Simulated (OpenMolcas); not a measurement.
# neutral indium: from CASSCF to CASPT2

```yaml
Program: OpenMolcas 26.06
Basis: ANO-R1 [6s5p3d1f]
Scalar_Hamiltonian: X2C, finite nucleus
Active_space: 3 electrons in 4 orbitals (5s 5p)
State_averaging: 2S+1 = 4 odd, 1 root (0 in the spin-orbit step); 2S+1 = 2 odd, 3 roots; 2S+1 = 4 even, 3 roots; 2S+1 = 2 even, 5 roots
Spin-orbit_coupling: state interaction with AMFI integrals over the reference wave functions, term energies averaged over their components
```

Methods on the same reference wave functions:
A. CASSCF
B. SS-CASPT2, IPEA 0.25 Eh, imaginary shift 0.1 Eh (closed shells correlated: 4d)

Energies in cm⁻¹ above 5s² 5p ²P°_1/2, the measured ground level; measured values from NIST Handbook of Basic Atomic Spectroscopic Data.

| Level | A | B | Measured |
| --- | --- | --- | --- |
| 5s² 5p ²P°_1/2 | 0.0 | 0.0 | 0.0 |
| 5s² 5p ²P°_3/2 | 2049 | 2049 | 2213 |
| 5s 5p² ⁴P_1/2 | 27020 | 32823 | 34978 |
| 5s 5p² ⁴P_3/2 | 27776 | 33577 | 36021 |
| 5s 5p² ⁴P_5/2 | 29004 | 34795 | 37452 |

Deviations, from unrounded energies. A percentage is the sum of absolute deviations over the sum of measured energies, with the sign that they share, or ± where signs differ.

| Against measurement | Levels | A | B |
| --- | --- | --- | --- |
| mean absolute deviation (cm-1) | 4 | 6200 | 1900 |
| fine structure of the ground term (%) | 1 | -7.4 | -7.4 |
| other configurations (%) | 3 | -22.7 | -6.7 |

B lies closest to measurement on these levels. The largest miss of B in the table is 5s 5p² ⁴P_5/2, by -2700 cm-1. The ranking rests on the paired levels alone, and a cruder setting can come out closer through cancelling errors.

The lowest spin-free term lies below A's lowest term by 0.362 hartree in B.

Some high roots are left out of the spin-orbit mixing, which shifts the levels that they would mix with. Terms of s pⁿ other than that of highest spin mix with s² pⁿ⁻² d, which this space lacks; all of them can be thousands of cm-1 off, and some have no real level of that name. Without dynamic correlation excited terms often stand tens of per cent too high (terms of higher spin than the ground term too low), and those without a measured partner can miss by more than the paired ones (holds for A). Measured partners are found by configuration, term and J. A level has none where our copy of the source lacks it or the pairing is in doubt (some pairs that miss far off the trend of their configuration count as doubtful), and it then counts in no deviation. Only configurations of the active space appear. Levels that lie high or do not pair safely by name in every column are left out.

° marks odd parity.
